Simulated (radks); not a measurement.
Question: Species: Zr2+. Configuration: [Ar] 3d10 4s2 4p5 4d3 (not the ground configuration). All-electron calculation, scalar-relativistic Kohn-Sham, r2SCAN, spin-polarised, spherical densities, finite nucleus; open shells are filled with parallel spins first (spin-orbit coupling, left out, can overturn this in heavy ions); meta-GGA in the generalised Kohn-Sham scheme; Fermi nuclear charge, rms radius 4.2694 fm. Program: a radial shooting solver on a logarithmic mesh with Libxc functionals. Some entries of the table are withheld. Estimate them.

orbital  occ.  eigenvalue (hartree)  <r> (bohr)  <r^2> (bohr^2)
1s up       1             -657.2432     0.03707        0.001854
1s down     1             -657.2363     0.03707        0.001854
2s up       1             -92.04946      0.1625         0.03113
2s down     1             -92.03239      0.1625         0.03113
2p up       3             -82.06888      0.1417         0.02455
2p down     3             -82.05208      0.1417         0.02455
3s up       1             -15.81410      0.4572          0.2397
3s down     1             -15.80251      0.4573          0.2397
3p up       3             -12.52874      0.4612          0.2479
3p down     3             -12.51413      0.4612          0.2478
3d up       5              -7.15527      0.4524          0.2475
3d down     5              -7.13335      0.4519          0.2468
4s up       1              -2.71726       1.214           1.667
4s down     1              -2.58342       1.205           1.646
4p up       3              -1.87833       1.356           2.101
4p down     2              -1.73322       1.345           2.069
4d up       3                   (1)         (2)             (3)
4d down     0                   (4)         (5)             (6)

Answer: 
(1) 4d up eigenvalue (hartree): -0.72078
(2) 4d up <r> (bohr): 1.899
(3) 4d up <r^2> (bohr^2): 4.253
(4) 4d down eigenvalue (hartree): -0.55705
(5) 4d down <r> (bohr): 1.938
(6) 4d down <r^2> (bohr^2): 4.522
